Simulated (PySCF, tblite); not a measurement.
One entry of a table of gas-phase calculations, keyed by method. Lists by class give the value and the number of equivalent atoms.

```json
{
 "formula": "C4H7FO2Si",
 "smiles": "O=C(O)[SiH2]/C=C\\CF",
 "charge": 0,
 "multiplicity": 1,
 "geometry_level": "GFN2-xTB",
 "electronic_structure_code": "PySCF",
 "results": {
  "GFN2-xTB geometry": {
   "point_group": "Cs",
   "rotational_constants_GHz": [4.208, 0.811, 0.688]
  },
  "CAM-B3LYP/def2-SVPD ground state and vertical TDDFT (core frozen in the response)": {
   "dipole_D": 2.11,
   "homo_eV": -9.19,
   "lumo_eV": 0.22,
   "S1_eV": 5.1,
   "strongest_line_of_8_singlets_eV": 6.76,
   "T1_tda_eV": 4.22,
   "polarisability_au": 83.1,
   "r2_bohr2_about_centre_of_nuclear_charge": 1539.7,
   "singlets_eV_and_f": [
    [5.1, 0.002],
    [6.76, 0.289],
    [6.85, 0.001],
    [7.09, 0.002],
    [7.27, 0.089],
    [7.33, 0.004],
    [7.69, 0.211],
    [7.7, 0.014]
   ],
   "triplets_tda_eV": [4.22, 4.45, 5.79]
  },
  "PBE0/pcSseg-1 ground state and GIAO shieldings, non-relativistic": {
   "shift_vs_computed_TMS_C_by_class_ppm": [
    [187.2, 1],
    [153.6, 1],
    [124.2, 1],
    [89.6, 1]
   ],
   "shift_vs_computed_TMS_H_by_class_ppm": [
    [6.76, 1],
    [6.68, 1],
    [6.58, 1],
    [5.47, 2],
    [4.77, 2]
   ],
   "shielding_other_nuclei_by_class_ppm": [
    ["O", -170.6, 1],
    ["O", 98.9, 1],
    ["F", 436.2, 1],
    ["Si", 420.3, 1]
   ]
  },
  "GFN2-xTB harmonic vibrations, gas phase": {
   "strongest_ir_bands_cm-1_km_per_mol_modes": [
    [668.5, 169.5, 1],
    [725.0, 158.7, 1],
    [769.5, 179.5, 1],
    [1112.0, 231.5, 1],
    [1751.6, 301.2, 1],
    [2262.0, 386.6, 1]
   ],
   "zpe_kcal_per_mol": 63.0
  }
 }
}
```

 S1 lies 4.31 eV below the HOMO–LUMO gap; its leading configuration is HOMO→LUMO, weight 0.54, beside HOMO→LUMO+2, weight 0.42.

The values belong to the conformer `[O:1]=[C:2]([OH:3])[SiH2:4]/[CH:5]=[CH:6]\[CH2:7][F:8]`: O1–C2–Si4–C5 0°, C2–Si4–C5–C6 180°, C5–C6–C7–F8 0°, H–O3–C2–O1 0°.
